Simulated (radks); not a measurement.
Question: Dy47+, 19 electrons, occupied as [Ar] 3d1. Calculated with a radial shooting solver on a logarithmic mesh with Libxc functionals: Dirac Kohn-Sham, LB94 model potential, spin-unpolarised, spherical densities, finite nucleus; open shells fill j = l - 1/2 first; Fermi nuclear charge, rms radius 5.2218 fm.

Spin-orbit splittings of the eigenvalues, e(l+1/2) - e(l-1/2), with zeta = 2 splitting/(2l+1) and mean radii in bohr:

| shell | occ. | splitting (eV) | zeta (eV) | <r> j=l-1/2 | <r> j=l+1/2 |
|---|---|---|---|---|---|
| 2p | 6 | 818.3 | 545.6 | 0.07358 | 0.08044 |
| 3p | 6 | 201.6 | 134.4 | 0.2067 | 0.2176 |
| 3d | 1 | ? | ? | 0.1875 | 0.1909 |
| 4p | 0 | 77.09 | 51.39 | 0.4056 | 0.4202 |

Estimate the 3d splitting.

Answer: 47.88 eV (zeta = 19.15 eV).
